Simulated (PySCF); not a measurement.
Input of a run (PBE0-D3(BJ)/def2-SVP geometry optimisation, gas phase (PySCF 2.14.0)), started from a GFN2-xTB structure with every atom displaced at random (by about 0.03 Å):
```
{"job": {"xc": "PBE0", "basis": "def2-SVP", "d3": "d3bj", "grid": 1, "maxiter": 40, "shake": 0.03, "kind": "geom"}, "charge": 0, "multiplicity": 1}
Ge     0.910990    -0.074260     0.590090
H      0.893610    -0.001050     2.078960
H      2.234100    -0.017160     0.116370
C      0.062560     1.658440    -0.085720
C      0.633500     2.904490     0.384910
C      0.007600     4.215430    -0.158220
C     -1.369110     4.446870     0.351770
H      0.002190     1.657350    -1.182470
H     -1.084130     1.650730     0.306160
H      0.592620     2.950780     1.538410
H      1.670920     2.884980     0.158900
H      0.665890     5.051700     0.151270
H     -0.071910     4.174050    -1.271090
H     -1.811200     5.420450     0.009710
H     -2.093460     3.649180     0.004050
H     -1.420130     4.509250     1.461200
C     -0.054770    -1.612440    -0.051230
C      0.574390    -2.898350     0.493050
C     -0.152220    -4.216590     0.097160
C     -0.204790    -4.450170    -1.393820
H     -1.152190    -1.617270     0.250920
H     -0.045730    -1.707970    -1.163280
H      1.647810    -2.935460     0.033170
H      0.645640    -2.851520     1.548020
H      0.366110    -5.071120     0.620110
H     -1.211870    -4.080110     0.434450
H     -0.601060    -5.485830    -1.567580
H     -0.657850    -3.686420    -1.920530
H      0.902980    -4.510200    -1.804180
```

Output (energies in Eh, forces in Eh/bohr):
```
step   0  E = -2392.73940875  max force = 0.075185
step   1  E = -2392.78340289  max force = 0.012274
step   2  E = -2392.78533966  max force = 0.003821
step   3  E = -2392.78559476  max force = 0.001553
step   4  E = -2392.78562697  max force = 0.000583
step   5  E = -2392.78566121  max force = 0.000760
step   6  E = -2392.78567338  max force = 0.000724
step   7  E = -2392.78567753  max force = 0.000226
optimisation converged
```

**Question.** Summarise the run.

**Answer.** The energy falls by 121.5 kJ/mol over 8 energy and gradient evaluations, the largest force component goes from 0.0752 to 2.3e-04 Eh/bohr, and the atoms move by 0.079 Å rms after alignment. The bond that changes most is Ge1–H3 (ends: germanium bonded to 2 C and 2 H; hydrogen on germanium), which lengthens by 0.141 Å. Bonds longer at the end by more than 0.005 Å: 10 of 28; shorter: 17. Among the angles that change most is H27–C20–H28, from 116.7° to 107.2°. Among the dihedrals that turn most is H26–C19–C20–H27, from -73° to -60°. The energy never rose by more than 1e-6 Eh on the way. The first step brought 95 % of the lowering.

**Question.** What are the final bond lengths?

**Answer.** Ge1–H2 1.548 Å, Ge1–H3 1.548 Å, Ge1–C4 1.961 Å, Ge1–C17 1.961 Å, C4–C5 1.526 Å, C4–H8 1.104 Å, C4–H9 1.103 Å, C5–C6 1.528 Å, C5–H10 1.105 Å, C5–H11 1.104 Å, C6–C7 1.521 Å, C6–H12 1.104 Å, C6–H13 1.105 Å, C7–H14 1.101 Å, C7–H15 1.101 Å, C7–H16 1.102 Å, C17–C18 1.526 Å, C17–H21 1.104 Å, C17–H22 1.103 Å, C18–C19 1.528 Å, C18–H23 1.105 Å, C18–H24 1.104 Å, C19–C20 1.521 Å, C19–H25 1.103 Å, C19–H26 1.105 Å, C20–H27 1.101 Å, C20–H28 1.101 Å, C20–H29 1.102 Å. Numbering counts from 1 in the input's order; the species is GeH2(nBu)2, `[GeH2]([CH2]CCC)[CH2]CCC`.

The run used 244 basis functions and 49 SCF cycles in all. On an Intel Xeon Platinum 8375C at 2.90 GHz with 2 threads, no GPU, shared host with 128 logical CPUs at a one-minute load of 100, this took 4.7 min wall, 10 min CPU and 1.5 GiB of memory at its peak.

Not checked by PBE0-D3(BJ)/def2-SVP frequencies. One conformer, not necessarily the lowest.
